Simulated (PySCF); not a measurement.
H₁₂MgO₆, charge +2, multiplicity 1.

```xyz
19

Mg     0.0000     0.0000     0.0000
O      0.0000     0.0000    -2.0900
H     -0.7778     0.0000    -2.6708
H      0.7778     0.0000    -2.6708
O      2.0900     0.0000     0.0000
H      2.6708     0.7778     0.0000
H      2.6708    -0.7778     0.0000
O      0.0000    -2.0900     0.0000
H      0.0000    -2.6708     0.7778
H      0.0000    -2.6708    -0.7778
O      0.0000     2.0900     0.0000
H      0.0000     2.6708    -0.7778
H      0.0000     2.6708     0.7778
O     -2.0900     0.0000     0.0000
H     -2.6708    -0.7778     0.0000
H     -2.6708     0.7778     0.0000
O      0.0000     0.0000     2.0900
H     -0.7778     0.0000     2.6708
H      0.7778     0.0000     2.6708
```
Charge +2, spin multiplicity 1.

Coordinates come from a B3LYP-D3(BJ)/def2-SVP optimisation. The isomer is the one that the SMILES or the coordinates give; other isomers of the formula were not compared.

The numbers are results of KT2/pcSseg-1 in PySCF, not measurements. Non-relativistic, no solvent.

### Question
Give the absolute GIAO shielding of each atom: isotropic value and principal components (ppm). (The exact figures need the calculation; the answer reports its results.)

### Answer

```csv
atom,σ(iso),σ11,σ22,σ33,span
Mg1,572.9,572.9,572.9,572.9,0.0
O2,322.2,283.5,324.7,358.4,74.8
H3,28.1,19.3,22.9,42.0,22.7
H4,28.1,19.3,22.9,42.0,22.7
O5,322.2,283.5,324.7,358.4,74.8
H6,28.1,19.3,22.9,42.0,22.7
H7,28.1,19.3,22.9,42.0,22.7
O8,322.2,283.5,324.7,358.4,74.8
H9,28.1,19.3,22.9,42.0,22.7
H10,28.1,19.3,22.9,42.0,22.7
O11,322.2,283.5,324.7,358.4,74.8
H12,28.1,19.3,22.9,42.0,22.7
H13,28.1,19.3,22.9,42.0,22.7
O14,322.2,283.5,324.7,358.4,74.8
H15,28.1,19.3,22.9,42.0,22.7
H16,28.1,19.3,22.9,42.0,22.7
O17,322.2,283.5,324.7,358.4,74.8
H18,28.1,19.3,22.9,42.0,22.7
H19,28.1,19.3,22.9,42.0,22.7
```
